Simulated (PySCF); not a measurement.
C4H8BN, SMILES B1(N)CC=CC1. Geometry optimised at PBE0-D3(BJ)/def2-SVP. The structure was generated by enumeration, and PubChem lists no compound with its InChIKey, so it may never have been made. The values are those of a single conformer.

All values below come from PySCF with PBE0-D3(BJ)/def2-SVP.

Harmonic wavenumbers (cm⁻¹): 88, 313, 352, 363, 531, 539, 561, 692, 738, 762, 764, 837, 913, 960, 970, 987, 1112, 1112, 1130, 1151, 1218, 1262, 1370, 1399, 1401, 1452, 1614, 1711, 3032, 3034, 3070, 3070, 3177, 3202, 3631, 3733. Rotational constants (GHz): 6.840, 3.165, 2.223; symmetry number 2.

Q: Work out the zero-point energy and the ideal-gas rigid-rotor harmonic-oscillator thermochemistry at 298.15 K and 1 atm.

A: ZPE = ½ Σ hcν = ½ × 52252 cm⁻¹ = 74.70 kcal/mol. H − E(el) = 79.10 kcal/mol. Entropy in cal/(mol K): translation 39.09, rotation 24.93, vibration 11.06, total 75.08. G − E(el) = 56.72 kcal/mol. Cp = 25.36 cal/(mol K). Modes under 150 cm⁻¹ make the vibrational entropy uncertain.
